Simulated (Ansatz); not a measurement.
One change: `CO[Si](C)(N)O` becomes `C=C[Si](C)(N)O`.

Ansatz, PBE0-D4/def2-TZVP geometries, multiplicity 1. Each molecule was computed in one conformer, which needn't be the lowest.

```tsv
property	`CO[Si](C)(N)O`
HOMO–LUMO gap (PBE0/def2-TZVPP) / eV	8.35
HOMO energy (PBE/def2-TZVPP) / eV	-6.03
LUMO energy (B3LYP/def2-TZVPP) / eV	0.48
LUMO energy (ωB97M-V/def2-TZVPP) / eV	2.21
LUMO energy (PBE/def2-TZVPP) / eV	0.01
size of the dipole moment (PBE/def2-TZVPP) / D	1.12
```

(1) Give the same properties after the change, and the shifts. (Best estimate.)

Results:

(1) Computed: 
```
                                      property  `C=C[Si](C)(N)O`  shift
          HOMO–LUMO gap (PBE0/def2-TZVPP) / eV              7.07  -1.28
             HOMO energy (PBE/def2-TZVPP) / eV             -5.85   0.18
           LUMO energy (B3LYP/def2-TZVPP) / eV             -0.38  -0.86
         LUMO energy (ωB97M-V/def2-TZVPP) / eV              1.92  -0.29
             LUMO energy (PBE/def2-TZVPP) / eV             -1.16  -1.17
size of the dipole moment (PBE/def2-TZVPP) / D              1.72   0.60
```

With PBE0 the HOMO rises by 0.30 eV and the LUMO falls by 0.98 eV, so the gap narrows by about 1.28 eV. PBE moves the HOMO by 0.18 eV and ωB97M-V by 0.41 eV. Dipoles are sizes alone; their direction can turn.

B3LYP here is the variant with VWN-RPA as its local correlation; programs differ in this.
